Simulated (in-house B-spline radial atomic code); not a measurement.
Values are calculated unless marked as measured or tabulated.
I in an electron gas of r_s = 4: phase shifts, screening and friction

A nucleus sits in a uniform electron gas with a rigid positive background. The Kohn-Sham equations are solved self-consistently in the spin-unpolarised LDA (PW92), non-relativistic, on B-splines with outgoing waves at the boundary and partial waves to l = 8. The model has no lattice, no bands and no magnetic solution. Atomic units; δ_l are the phase shifts at the Fermi level, counted so that each bound state adds π, and good to about 0.0005.

The density parameter is r_s = 4 bohr.

| l | δ_l (rad) |
| --- | --- |
| 0 | 14.6972 |
| 1 | 12.0187 |
| 2 | 6.4912 |
| 3 | 0.0093 |
| 4 | -0.0020 |
| 5 | 0.0001 |
| 6 | 0.0000 |
| 7 | 0.0002 |
| 8 | 0.0001 |

Bound levels below the band bottom (hartree): s -5.897, p -4.354, d -1.72, s -0.4004, p -0.088 and deeper ones.

Check the Friedel sum rule, and say where the screening charge sits.

k_F = (9π/4)^(1/3)/r_s = 0.47979. The rule is Z = (2/π) Σ (2l + 1) δ_l. The terms are s 9.357, p 22.954, d 20.662, f 0.041 and -0.008 beyond, in all 53.006 against Z = 53. Bound states hold 10 s, 24 p, 20 d electrons, so the scattering states carry -0.99 in all; where a term is smaller than its bound count, the bound level has drawn weight out of the band.

Find the transport cross section and the electronic stopping of a 1 keV I ion (mass 126.9 u).

σ_tr = (4π/k_F²) Σ (l + 1) sin²(δ_l − δ_(l+1)). The terms for l = 0 to 3 are 0.1996, 0.9406, 0.1169, 0.0005, all together 1.2576, so σ_tr = 54.589 × 1.2576 = 68.652 bohr². With n = 3/(4π r_s³) = 0.00373, the friction coefficient is Q = n k_F σ_tr = 0.1229. For v well below v_F = 0.480, dE/dx = Q v; with 24801 eV per u at v = 1, v = √(1000/(24801 × 126.9)) = 0.0178, so dE/dx = 0.00219 hartree/bohr = 1.13 eV/nm. The largest term couples the p and d waves.
